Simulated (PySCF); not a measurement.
Record of a relaxation.

C6H12N2.
Atom-mapped SMILES: `[CH3:1][CH2:2][N:3]1[CH2:4][C@H:5]([CH3:6])[CH:7]=[N:8]1` (hydrogens: H9, H10, H11 on C1; H12, H13 on C2; H14, H15 on C4; H16 on C5; H17, H18, H19 on C6; H20 on C7)

Computed by this run: PBE0-D3(BJ)/def2-SVP geometry optimisation, gas phase (PySCF 2.14.0); density fitting, grid level 1; the optimiser is geomeTRIC in internal coordinates, started from a GFN2-xTB structure with every atom displaced at random (about 0.01 Å). 6 of its 9 geometries are shown. The frame can shift and turn from step to step; on so coarse a grid that alone can change the energy by a few meV, and forces under 0.02 eV/Å are noise.

Step 0: E = -9379.1198 eV, largest atomic force 2.738 eV/Å
```
atom  x, y, z in Å  |  force x, y, z in eV/Å
C1     -2.742   -0.421   -0.153   -0.892   2.089   0.022
C2     -1.777    0.300   -1.093   -0.241  -0.056   0.753
N3     -0.412    0.097   -0.748    2.030   0.203   0.785
C4      0.229    0.758    0.430   -2.528  -1.005   0.306
C5      1.381   -0.161    0.784    0.700   0.323   0.161
C6      2.736    0.480    0.476   -0.128  -0.456   0.342
C7      1.106   -1.330   -0.118   -0.864   1.513   0.416
N8      0.133   -1.129   -0.911   -1.090  -0.111  -0.797
H9     -2.696    0.004    0.874    0.064  -0.262  -0.281
H10    -3.781   -0.252   -0.505    0.182  -0.153   0.121
H11    -2.557   -1.464   -0.123    0.345  -1.426   0.040
H12    -1.893   -0.080   -2.098   -0.202  -0.141  -0.703
H13    -1.982    1.393   -1.110    0.097  -0.344  -0.036
H14    -0.548    0.827    1.258    0.752   0.017  -0.508
H15     0.508    1.755    0.162    0.449   1.061  -0.163
H16     1.367   -0.442    1.855   -0.027  -0.047  -0.127
H17     2.794    0.759   -0.576    0.053   0.097  -0.361
H18     2.886    1.375    1.086    0.120   0.210   0.142
H19     3.539   -0.237    0.695    0.179   0.067  -0.031
H20     1.656   -2.219   -0.154    1.000  -1.577  -0.080
```

Step 2: E = -9379.3595 eV, largest atomic force 0.102 eV/Å
```
atom  x, y, z in Å  |  force x, y, z in eV/Å
C1     -2.763   -0.293   -0.308    0.000  -0.088  -0.004
C2     -1.678    0.348   -1.164    0.041   0.006  -0.022
N3     -0.327    0.110   -0.717    0.046  -0.015   0.043
C4      0.161    0.699    0.526    0.083   0.050  -0.034
C5      1.379   -0.181    0.867   -0.060   0.029   0.060
C6      2.724    0.451    0.510   -0.008  -0.008  -0.047
C7      1.060   -1.380    0.006    0.003  -0.015  -0.043
N8      0.127   -1.162   -0.844   -0.027  -0.038  -0.009
H9     -2.766    0.094    0.724    0.001   0.017  -0.010
H10    -3.759   -0.104   -0.737   -0.004   0.013   0.010
H11    -2.613   -1.384   -0.261   -0.005   0.055  -0.005
H12    -1.743   -0.034   -2.195   -0.004   0.003   0.004
H13    -1.819    1.440   -1.224   -0.001  -0.012   0.018
H14    -0.601    0.653    1.327   -0.020  -0.024  -0.012
H15     0.432    1.758    0.375   -0.032  -0.019   0.042
H16     1.383   -0.451    1.936    0.024   0.023   0.001
H17     2.750    0.735   -0.554   -0.007  -0.001   0.002
H18     2.907    1.356    1.111    0.001  -0.003   0.005
H19     3.553   -0.249    0.693   -0.001  -0.001  -0.003
H20     1.606   -2.328    0.004   -0.029   0.031   0.006
```

Step 3: E = -9379.3622 eV, largest atomic force 0.077 eV/Å
```
atom  x, y, z in Å  |  force x, y, z in eV/Å
C1     -2.763   -0.293   -0.317   -0.029   0.064  -0.017
C2     -1.669    0.348   -1.162    0.003   0.010   0.015
N3     -0.323    0.104   -0.705    0.003   0.040  -0.023
C4      0.160    0.695    0.539   -0.014  -0.064  -0.030
C5      1.381   -0.179    0.874   -0.035  -0.022   0.028
C6      2.718    0.454    0.494    0.003  -0.017  -0.027
C7      1.058   -1.384    0.018    0.013   0.007   0.022
N8      0.126   -1.170   -0.832   -0.003   0.062   0.047
H9     -2.770    0.092    0.715   -0.001   0.003  -0.006
H10    -3.755   -0.095   -0.751    0.016   0.003   0.012
H11    -2.620   -1.381   -0.274    0.015  -0.059  -0.003
H12    -1.726   -0.027   -2.195   -0.011  -0.005  -0.024
H13    -1.806    1.441   -1.215   -0.005  -0.003   0.006
H14    -0.606    0.640    1.338    0.003  -0.034  -0.005
H15     0.422    1.755    0.398   -0.007   0.050  -0.004
H16     1.398   -0.443    1.944    0.025   0.020  -0.002
H17     2.726    0.732   -0.571   -0.005   0.003  -0.005
H18     2.909    1.361    1.088    0.002   0.003   0.005
H19     3.552   -0.244    0.667   -0.002   0.002  -0.004
H20     1.601   -2.329    0.020    0.031  -0.061   0.013
```

Step 5: E = -9379.3697 eV, largest atomic force 0.174 eV/Å
```
atom  x, y, z in Å  |  force x, y, z in eV/Å
C1     -2.765   -0.287   -0.364   -0.011   0.174  -0.005
C2     -1.634    0.362   -1.155   -0.064  -0.018   0.054
N3     -0.309    0.094   -0.657    0.102  -0.006  -0.014
C4      0.152    0.669    0.602   -0.126   0.009   0.006
C5      1.395   -0.173    0.908    0.036  -0.077  -0.010
C6      2.696    0.463    0.417    0.000  -0.004   0.009
C7      1.050   -1.402    0.095   -0.022   0.089   0.027
N8      0.124   -1.189   -0.764   -0.036   0.013  -0.004
H9     -2.795    0.076    0.675    0.005  -0.029   0.007
H10    -3.740   -0.055   -0.819    0.011  -0.021  -0.011
H11    -2.640   -1.377   -0.345    0.013  -0.104   0.003
H12    -1.662    0.018   -2.200   -0.001  -0.004  -0.019
H13    -1.760    1.456   -1.177    0.010   0.008  -0.020
H14    -0.614    0.557    1.397    0.024  -0.040   0.001
H15     0.368    1.741    0.495    0.023   0.058  -0.021
H16     1.478   -0.399    1.983    0.005   0.025   0.006
H17     2.620    0.712   -0.652    0.002   0.006  -0.005
H18     2.920    1.388    0.972   -0.003   0.002   0.000
H19     3.548   -0.221    0.547   -0.005  -0.002  -0.002
H20     1.582   -2.353    0.118    0.038  -0.079  -0.003
```

Step 6: E = -9379.3715 eV, largest atomic force 0.048 eV/Å
```
atom  x, y, z in Å  |  force x, y, z in eV/Å
C1     -2.762   -0.283   -0.373    0.004   0.047  -0.001
C2     -1.625    0.366   -1.153   -0.041  -0.011   0.020
N3     -0.303    0.092   -0.648    0.039   0.014  -0.015
C4      0.147    0.663    0.615   -0.039   0.026   0.009
C5      1.398   -0.171    0.915    0.031  -0.034  -0.006
C6      2.689    0.466    0.399    0.001   0.003   0.006
C7      1.047   -1.406    0.113   -0.010   0.023   0.015
N8      0.122   -1.193   -0.748   -0.002  -0.016  -0.009
H9     -2.799    0.072    0.669    0.004  -0.014   0.002
H10    -3.733   -0.048   -0.834    0.000  -0.014  -0.007
H11    -2.639   -1.375   -0.360   -0.001  -0.009   0.001
H12    -1.648    0.026   -2.201   -0.002  -0.003   0.001
H13    -1.746    1.462   -1.174    0.006   0.001  -0.011
H14    -0.616    0.529    1.410    0.006  -0.017  -0.001
H15     0.352    1.740    0.517    0.008  -0.007  -0.004
H16     1.496   -0.386    1.991   -0.003   0.012   0.004
H17     2.594    0.708   -0.671    0.001   0.003   0.001
H18     2.918    1.395    0.945    0.000  -0.001  -0.001
H19     3.544   -0.216    0.519    0.000  -0.001  -0.001
H20     1.576   -2.361    0.140   -0.003  -0.002  -0.004
```

Step 8: E = -9379.3721 eV, largest atomic force under 0.02 eV/Å
```
atom  x, y, z in Å  |  force x, y, z in eV/Å
C1     -2.759   -0.280   -0.368    0.003  -0.017   0.003
C2     -1.626    0.366   -1.156    0.001   0.000  -0.005
N3     -0.301    0.096   -0.654    0.000   0.018  -0.005
C4      0.145    0.663    0.612    0.012  -0.008   0.003
C5      1.397   -0.172    0.913   -0.002   0.007   0.004
C6      2.690    0.467    0.403   -0.003  -0.001  -0.002
C7      1.046   -1.405    0.110    0.002  -0.005  -0.003
N8      0.124   -1.191   -0.754    0.001  -0.012   0.000
H9     -2.794    0.077    0.674   -0.002   0.004  -0.001
H10    -3.732   -0.053   -0.829   -0.001   0.002   0.000
H11    -2.632   -1.373   -0.350   -0.001   0.010   0.000
H12    -1.652    0.019   -2.200    0.000  -0.003   0.004
H13    -1.747    1.461   -1.185   -0.001   0.000   0.000
H14    -0.618    0.520    1.404   -0.003   0.003  -0.001
H15     0.349    1.741    0.519   -0.002  -0.005   0.003
H16     1.491   -0.385    1.989    0.001   0.000   0.001
H17     2.599    0.712   -0.666    0.000   0.000   0.001
H18     2.917    1.394    0.952    0.000  -0.001   0.001
H19     3.545   -0.216    0.523    0.000   0.000   0.000
H20     1.573   -2.361    0.137   -0.003   0.008   0.000
```

Q: Summarise the path.

A: The energy falls by 24.34 kJ/mol from step 0 to step 8; nine tenths of that is first reached at step 1. It falls at every step. The largest force goes from 2.738 to under 0.02 eV/Å. Among the bonds C7–H20 changes most, from 1.046 to 1.093 Å; the atoms move by 0.225 Å rms after alignment.

Q: Follow the three bonds and two angles with the largest change from start to end.

A: 
| step | E above end (kJ/mol) | largest force (eV/Å) | C7–H20 (Å) | C1–H11 (Å) | N3–C4 (Å) | N3–C4–H14 (°) | C2–N3–N8 (°) |
| --- | --- | --- | --- | --- | --- | --- | --- |
| 0 | 24.34 | 2.738 | 1.046 | 1.060 | 1.495 | 107.9 | 119.2 |
| 1 | 2.20 | 0.503 | 1.102 | 1.111 | 1.456 | 112.1 | 115.6 |
| 2 | 1.21 | 0.102 | 1.093 | 1.102 | 1.460 | 111.7 | 116.1 |
| 3 | 0.96 | 0.077 | 1.091 | 1.099 | 1.460 | 111.4 | 116.0 |
| 4 | 0.63 | 0.205 | 1.089 | 1.096 | 1.459 | 111.2 | 116.1 |
| 5 | 0.23 | 0.174 | 1.090 | 1.097 | 1.458 | 111.1 | 116.2 |
| 6 | 0.06 | 0.048 | 1.092 | 1.100 | 1.457 | 111.2 | 116.2 |
| 7 | 0.02 | 0.026 | 1.093 | 1.101 | 1.457 | 111.2 | 116.1 |
| 8 | 0.00 | under 0.02 | 1.093 | 1.101 | 1.457 | 111.1 | 116.0 |

The cost below is that of the whole optimisation. On Arm Neoverse V2, one thread, no GPU, shared host, this took 2.0 min and 0.70 GiB of memory at its peak.
